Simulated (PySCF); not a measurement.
C₆ coefficients of unlike pairs at UHF

Calculated with PySCF 2.14 from the dipole response of each species, C₆(A,B) = (3/π) ∫ α_A(iu) α_B(iu) du, in atomic units, from isotropic polarisabilities. For ions this is the dispersion term alone; charge-induced terms of lower order in 1/R come first.

```
species                configuration                                                                                              basis      relativity  α (bohr³)  C₆ (like pair)
    Al+                [Ne] 3s2 (1S)               aug-cc-pV(Q+d)Z with one added diffuse shell each of s, p, d, f, g type (8s7p6d4f3g)            none      26.41           140.2
     Tl  [Xe] 4f14 5d10 6s2 6p1 (2P)                                                          aug-cc-pVQZ-PP with ECP60MDF (7s7p5d3f2g)  core potential      76.80           833.4
 Br(2+)       [Ar] 3d10 4s2 4p3 (4S)                                                                          def2-QZVPPD (12s8p5d4f1g)            none      8.632           42.04
 Se(2+)       [Ar] 3d10 4s2 4p2 (3P)  aug-cc-pVQZ-PP with one added diffuse shell each of s, p, d, f, g type with ECP10MDF (8s7p6d4f3g)  core potential      9.574           44.51
```

**Question.** Estimate C₆ for Br(2+) with Al+.

**Answer.** The integral gives 67.79. The combination rule 2 C_A C_B / (C_A α_B/α_A + C_B α_A/α_B) gives 67.56 and the geometric mean 76.76.

No spin-orbit coupling is included.

The other pairs:

```csv
pair,C₆
"Se(2+), Tl",173.7
"Tl, Al+",338.5
"Se(2+), Al+",72.10
"Br(2+), Tl",164.0
"Se(2+), Br(2+)",43.11
```
